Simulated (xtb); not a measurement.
BeCl2, SMILES [Cl][Be][Cl]. All values are semi-empirical tight-binding results from xtb (GFN2-xTB unless named), good for trends rather than for accurate numbers. Coordinates come from a GFN2-xTB optimisation. The isomer is the one that the SMILES or the coordinates give; other isomers of the formula were not compared.

For metal compounds this method's bond lengths and energies can be far off.

The point group as xtb finds it comes out as D∞h and the orbital gap comes out as 6.55 eV. The zero-point energy is 2.6 kcal/mol and the G − E(el) at 298.15 K (modified RRHO) is -12.4 kcal/mol.
